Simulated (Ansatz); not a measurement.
A run for Ansatz (a first-principles code): R-CCSD(T)/def2-TZVPPD on H2MgO (SMILES [OH][MgH]), atoms moved off the minimum. Files ending in .json are basis or fitting sets from the Basis Set Exchange.

Ansatz 0.2 input:
```yaml
crystal:
  periodic: [false, false, false]
  atoms:
    - {symbol: Mg, position_ang: [0.09525912, 0.08864750, -0.80300497]}
    - {symbol: H, position_ang: [-0.15637459, -0.04913741, -2.29073194]}
    - {symbol: O, position_ang: [-0.06395195, -0.01780512, 1.00500003]}
    - {symbol: H, position_ang: [0.03182580, -0.21252433, 1.84465689]}
basis:
  gaussian:
    orbitals: def2-TZVPPD.json
magnetization: {spin_polarized: false}
correlation: {method: ccsd_t, electrons: outside_noble_gas}
scf: {lower_state_search: off}
output: {forces: true}
```

The head of its log:

```
WARN ansatz: RAYON_NUM_THREADS=1 ignored (pool sized by the plan → 1); use --threads N
Functional definition: HF
these checks for a lower state are left out or cut short: starts, cluster_reference, orbital_swaps, neighbouring_geometries, increment
integrals: 0.14 GiB planned
729 factors; integrals over basis functions are off by at most 1.6e-3 eV
mean field: 0.17 GiB planned
mean field evaluation 1: about -7497.8053 eV, gradient 4.5e1 eV
mean field evaluation 2: about -7497.8057 eV, gradient 4.5e1 eV
mean field evaluation 4: about -7501.6042 eV, gradient 2.1e0 eV
mean field evaluation 8: about -7501.6301 eV, gradient 6.9e-2 eV
mean field -7501.63015226 eV, -275.6798233080 hartree, gradient 1.2e-6 eV, S^2 0.000000; 0 other end points of the search recorded, 0 dependent functions left out
6 core orbitals not correlated
reference -7501.63015226 eV, -275.6798233080 hartree; 5, 5 occupied and 98, 98 virtual orbitals, 729 factors
densities: 0.56 GiB planned
```

### Question
Predict the final total energy.

### Answer
-275.9935 hartree (reference determinant -275.6798, T1 diagnostic 0.013).
